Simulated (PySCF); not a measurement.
SiOBr2, SMILES O=[Si](Br)Br. Geometry: B3LYP-D3(BJ)/def2-SVP.

Computed with PySCF 2.14.0 with B3LYP-D3(BJ)/def2-SVP.

Harmonic wavenumbers (cm⁻¹): 127, 225, 254, 354, 511, 1237. Rotational constants (GHz): 3.635, 0.9860, 0.7756; symmetry number 2.

Work out the zero-point energy and the ideal-gas rigid-rotor harmonic-oscillator thermochemistry at 298.15 K and 1 atm.

ZPE = ½ Σ hcν = ½ × 2709 cm⁻¹ = 16.20 kJ/mol. H − E(el) = 32.09 kJ/mol. Entropy in J/(mol K): translation 175.07, rotation 116.15, vibration 35.26, total 326.48. G − E(el) = -65.25 kJ/mol. Cp = 68.65 J/(mol K). Modes under 150 cm⁻¹ make the vibrational entropy uncertain.
